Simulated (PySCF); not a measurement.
PySCF input for GaH3S, SMILES [SH][GaH2], ADC(2)/aug-cc-pVDZ. The structure is a stationary point at ωB97X-D3(BJ)/def2-TZVP.

```python
import numpy as np
from pyscf import gto, scf, dft, adc

mol = gto.M(
    atom='''
    Ga   -0.00288774    0.71961730    0.00000000
    H     1.37044338    1.45007092    0.00000000
    H    -1.40492323    1.39622225    0.00000000
    S     0.08536468   -1.46920648    0.00000000
    H    -1.24183498   -1.64712586    0.00000000
    ''',
    basis='aug-cc-pVDZ',
    charge=0,
    spin=0,
    max_memory=1600,
    verbose=4,
)
mf = scf.RHF(mol)
mf.conv_tol = 1e-10
mf.max_cycle = 100
mf.kernel()
res = {}
for kind, nroots in (('ee', 6), ('ip', 6), ('ea', 2)):
    a = adc.ADC(mf).density_fit('aug-cc-pvdz-ri')
    a.method, a.method_type = 'adc(2)', kind
    e, v, p, x = a.kernel(nroots=nroots)
    res[kind] = (e * 27.211386245988, p)
for kind, (e, p) in res.items():
    print(kind, 'energies / eV', np.round(e, 3), 'strengths', np.round(p, 4))
```

Log of the run:

```
PySCF version 2.14.0

[INPUT] verbose = 4
[INPUT] num. atoms = 5
[INPUT] num. electrons = 50
[INPUT] charge = 0
[INPUT] spin (= nelec alpha-beta = 2S) = 0
[INPUT] symmetry False subgroup None
[INPUT] Mole.unit = angstrom
[INPUT] Symbol           X                Y                Z      unit          X                Y                Z       unit  Magmom
[INPUT]  1 Ga    -0.002887740000   0.719617300000   0.000000000000 AA   -0.005457037719   1.359879611499   0.000000000000 Bohr   0.0
[INPUT]  2 H      1.370443380000   1.450070920000   0.000000000000 AA    2.589762657423   2.740236899996   0.000000000000 Bohr   0.0
[INPUT]  3 H     -1.404923230000   1.396222250000   0.000000000000 AA   -2.654920130739   2.638477661524   0.000000000000 Bohr   0.0
[INPUT]  4 S      0.085364680000  -1.469206480000   0.000000000000 AA    0.161315865911  -2.776397867636   0.000000000000 Bohr   0.0
[INPUT]  5 H     -1.241834980000  -1.647125860000   0.000000000000 AA   -2.346728004105  -3.112616768089   0.000000000000 Bohr   0.0

nuclear repulsion = 159.13541102364
number of shells = 32
number of NR pGTOs = 169
number of NR cGTOs = 90
basis = aug-cc-pVDZ
ecp = {}


[settings echo left out]
init E= -2321.91333544531
  HOMO = -0.326549762484733  LUMO = 0.00334546142963976  gap/eV = 8.97691
cycle= 1 E= -2322.49036917807  delta_E= -0.577  |g|= 0.257  |ddm|= 1.64
  HOMO = -0.366569519074897  LUMO = 0.0137258542744672  gap/eV = 10.34836
cycle= 2 E= -2322.51863837736  delta_E= -0.0283  |g|= 0.095  |ddm|= 0.454
  HOMO = -0.387217323376752  LUMO = 0.0221087909621334  gap/eV = 11.13833
cycle= 3 E= -2322.52202993255  delta_E= -0.00339  |g|= 0.0251  |ddm|= 0.142
  HOMO = -0.381554012788515  LUMO = 0.0228502218339779  gap/eV = 11.00440
cycle= 4 E= -2322.52245516391  delta_E= -0.000425  |g|= 0.0046  |ddm|= 0.0613
  HOMO = -0.382624502402802  LUMO = 0.0226685589439053  gap/eV = 11.02859
cycle= 5 E= -2322.52247214475  delta_E= -1.7e-05  |g|= 0.00137  |ddm|= 0.00852
  HOMO = -0.382363192022768  LUMO = 0.0226620557958639  gap/eV = 11.02130
cycle= 6 E= -2322.52247388834  delta_E= -1.74e-06  |g|= 0.000361  |ddm|= 0.0026
  HOMO = -0.382464302330759  LUMO = 0.0226683762250905  gap/eV = 11.02422
cycle= 7 E= -2322.52247400838  delta_E= -1.2e-07  |g|= 4.23e-05  |ddm|= 0.000993
  HOMO = -0.382458503418738  LUMO = 0.0226674149586659  gap/eV = 11.02404
cycle= 8 E= -2322.52247400994  delta_E= -1.56e-09  |g|= 8.8e-06  |ddm|= 0.000102
  HOMO = -0.382459783238041  LUMO = 0.0226674829056708  gap/eV = 11.02407
cycle= 9 E= -2322.52247401002  delta_E= -8.28e-11  |g|= 2.51e-06  |ddm|= 2.59e-05
  HOMO = -0.382460063326039  LUMO = 0.0226673301714078  gap/eV = 11.02408
Extra cycle  E= -2322.52247401002  delta_E= 4.55e-12  |g|= 1.17e-06  |ddm|= 5.79e-06
converged SCF energy = -2322.52247401002

******** <class 'pyscf.adc.radc.RADC'> ********
******** ADC Orbital Information ********
Number of Frozen Occupied Orbitals: 0
Number of Frozen Virtual Orbitals: 0
Number of Active Occupied Orbitals: 25
Number of Active Virtual Orbitals: 65
*****************************************
******** <class 'pyscf.df.df.DF'> ********
auxbasis = aug-cc-pvdz-ri
Reference correlation energy (doubles): -0.26110463
MP2 correlation energy of reference state (a.u.) = -0.26110463

******** <class 'pyscf.adc.radc_ee.RADCEE'> ********
max_space = 12
max_cycle = 50
conv_tol = 1e-08

*************************************************************
        ADC calculation summary (singlet states only)
*************************************************************
adc(2) root 0  |  Energy (Eh) =   0.2061019661  |  Energy (eV) =   5.60832016  |  Osc. strength = 0.10608050  |  conv = True
adc(2) root 1  |  Energy (Eh) =   0.2224521527  |  Energy (eV) =   6.05323140  |  Osc. strength = 0.00000547  |  conv = True
adc(2) root 2  |  Energy (Eh) =   0.2321476754  |  Energy (eV) =   6.31706001  |  Osc. strength = 0.05820515  |  conv = True
adc(2) root 3  |  Energy (Eh) =   0.2367464341  |  Energy (eV) =   6.44219861  |  Osc. strength = 0.02110058  |  conv = True
adc(2) root 4  |  Energy (Eh) =   0.2557738368  |  Energy (eV) =   6.95996061  |  Osc. strength = 0.04707723  |  conv = True
adc(2) root 5  |  Energy (Eh) =   0.2836383331  |  Energy (eV) =   7.71819217  |  Osc. strength = 0.02973593  |  conv = True

******** <class 'pyscf.adc.radc.RADC'> ********
******** ADC Orbital Information ********
Number of Frozen Occupied Orbitals: 0
Number of Frozen Virtual Orbitals: 0
Number of Active Occupied Orbitals: 25
Number of Active Virtual Orbitals: 65
*****************************************
******** <class 'pyscf.df.df.DF'> ********
auxbasis = aug-cc-pvdz-ri
Reference correlation energy (doubles): -0.26110463
MP2 correlation energy of reference state (a.u.) = -0.26110463

******** <class 'pyscf.adc.radc_ip.RADCIP'> ********
max_space = 12
max_cycle = 50
conv_tol = 1e-08

*************************************************************
        ADC calculation summary (doublet states only)
*************************************************************
adc(2) root 0  |  Energy (Eh) =   0.3541864703  |  Energy (eV) =   9.63790477  |  Spec. factor = 1.80387575  |  conv = True
adc(2) root 1  |  Energy (Eh) =   0.3890227450  |  Energy (eV) =  10.58584808  |  Spec. factor = 1.81148501  |  conv = True
adc(2) root 2  |  Energy (Eh) =   0.4208272613  |  Energy (eV) =  11.45129306  |  Spec. factor = 1.85337432  |  conv = True
adc(2) root 3  |  Energy (Eh) =   0.4958603847  |  Energy (eV) =  13.49304834  |  Spec. factor = 1.79445782  |  conv = True
adc(2) root 4  |  Energy (Eh) =   0.5678891759  |  Energy (eV) =  15.45305158  |  Spec. factor = 1.80668168  |  conv = True
adc(2) root 5  |  Energy (Eh) =   0.7899372879  |  Energy (eV) =  21.49528847  |  Spec. factor = 0.00908516  |  conv = True

******** <class 'pyscf.adc.radc.RADC'> ********
******** ADC Orbital Information ********
Number of Frozen Occupied Orbitals: 0
Number of Frozen Virtual Orbitals: 0
Number of Active Occupied Orbitals: 25
Number of Active Virtual Orbitals: 65
*****************************************
******** <class 'pyscf.df.df.DF'> ********
auxbasis = aug-cc-pvdz-ri
Reference correlation energy (doubles): -0.26110463
MP2 correlation energy of reference state (a.u.) = -0.26110463

******** <class 'pyscf.adc.radc_ea.RADCEA'> ********
max_space = 12
max_cycle = 50
conv_tol = 1e-08

*************************************************************
        ADC calculation summary (doublet states only)
*************************************************************
adc(2) root 0  |  Energy (Eh) =   0.0039082261  |  Energy (eV) =   0.10634825  |  Spec. factor = 1.93234485  |  conv = True
adc(2) root 1  |  Energy (Eh) =   0.0243920636  |  Energy (eV) =   0.66374186  |  Spec. factor = 1.97604309  |  conv = True
ee energies / eV [5.608 6.053 6.317 6.442 6.96  7.718] strengths [0.1061 0.     0.0582 0.0211 0.0471 0.0297]
ip energies / eV [ 9.638 10.586 11.451 13.493 15.453 21.495] strengths [1.8039 1.8115 1.8534 1.7945 1.8067 0.0091]
ea energies / eV [0.106 0.664] strengths [1.9323 1.976 ]
```

Self-consistency was reached.
